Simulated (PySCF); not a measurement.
Molecule: SMILES [SiH3][SiH2][SiH2]C1CC1, C3H12Si3.

Bonds (- single, = double, # triple, : aromatic): Si1-Si2, Si2-Si3, Si3-C4, C4-C5, C5-C6, C6-C4. Si1 carries H7, H8, H9; Si2 carries H10, H11; Si3 carries H12, H13; C4 carries H14; C5 carries H15, H16; C6 carries H17, H18. H15, H18 are cis to Si3 on the ring; H16, H17 are trans to Si3 on the ring.

Frames of a GFN2-xTB Langevin trajectory at 300 K; GIAO PBE0/pcSseg-1 shieldings in PySCF, gas phase, non-relativistic; equivalent atoms averaged within each frame.

Chemical shifts δ = σref − σ; ²⁹Si (σ = 349.16 ppm), ¹³C (σ = 186.93 ppm), ¹H (σ = 31.72 ppm) against TMS, all at this level. The references are static minima.

How do the shifts (ppm) fluctuate along the trajectory?

Results:


```
         time (fs)    Si3     Si1     Si2  C5/C6    C4  H12/H13  H10/H11  H7/H8/H9  H16/H17    H14
               250  -56.0  -110.0  -138.7    5.2  -4.7     5.27     3.81      3.54     0.73   0.55
               425  -42.1  -112.8  -131.7    6.0  -5.5     5.04     3.66      3.43     1.23   1.04
               625  -58.0  -114.4  -129.8    8.2  -8.7     4.42     4.06      3.41     0.13  -1.42
               800  -64.8  -108.4  -132.2   10.8  -9.5     3.92     4.04      3.76     0.67  -1.03
              1000  -56.5  -124.3  -134.3    4.7  -3.0     4.88     3.65      3.52     0.80   0.16
    mean of frames  -55.5  -114.0  -133.4    7.0  -6.3     4.71     3.84      3.53     0.71  -0.14
standard deviation    8.2     6.2     3.4    2.5   2.7     0.54     0.20      0.14     0.39   1.05
```

5 frames give an uncertainty of the mean of about the standard deviation over 2.2 at best, since frames this close in time may not be independent; classical motion lacks zero-point vibration, and the reference would need the same averaging.
